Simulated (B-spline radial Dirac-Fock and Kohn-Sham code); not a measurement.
**P 3s: cross section and angular parameters**

System: the P atom, configuration 1s2 2s2 2p6 3s2 3p3; threshold 16.56 eV (orbital energy of the model). The computed values come from a radial finite-basis atomic code: Dirac-Hartree-Slater photoionisation with a Latter tail; cross sections with all multipoles, angular parameters from the dipole term and its interference with E2.

```
hν (eV)   σ (kb)      β       γ
   60.4      351  2.000   0.142
   77.6      272  2.000   0.135
    100      194  2.000   0.100
    130      133  2.000   0.056
    143      116  2.000   0.040
    150        ?      ?       ?
    159     98.2  2.000   0.023
    172     86.7  2.000   0.012
    179     81.3  2.000   0.006
    211     62.1  2.000  -0.013
    241     49.9  2.000  -0.025
    300     34.4  2.000  -0.035
    400     20.8  2.000  -0.026
    543     11.9  2.000   0.013
    548     11.7  2.000   0.015
    612     9.45  2.000   0.038
    800     5.58  2.000   0.113
    842     5.03  2.000   0.130
   1000     3.53  2.000   0.194
   1240     2.23  2.000   0.289
   1310     1.98  2.000   0.316
 1486.9     1.49  2.000   0.381
 2984.4    0.289  2.000   0.833
   3030    0.278  2.000   0.845
   6010   0.0472  2.000   1.470
   6350   0.0407  2.000   1.529
   6870   0.0328  2.000   1.615
   7750   0.0236  2.000   1.751
  10900  0.00905  2.000   2.178
  11700  0.00739  2.000   2.275
```

**Question.** Give the values at 150 eV.

**Answer.** σ = 108 kb, β = 2.000, γ = 0.032. For an s subshell δ is negligible.
